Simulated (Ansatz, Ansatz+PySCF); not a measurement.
```xyz
2

K     0.0000    0.0000   -1.1532
Cl    0.0000    0.0000    1.2889
```

RHF-MP2 on singlet KCl was run in several spherical basis sets with Ansatz (development build ahead of 0.2.0). Frozen core: 10 orbitals.

Problem. Rank the basis sets by the total energy that they give, lowest first, with the distance from the lowest.
A. def2-TZVP
B. 6-31G(d)
C. def2-SVP

Solution. A (0.00 eV), B (4.56 eV), C (11.15 eV).

Totals follow the description of the cores as much as that of the bonds, so this order isn't one of quality for chemistry.
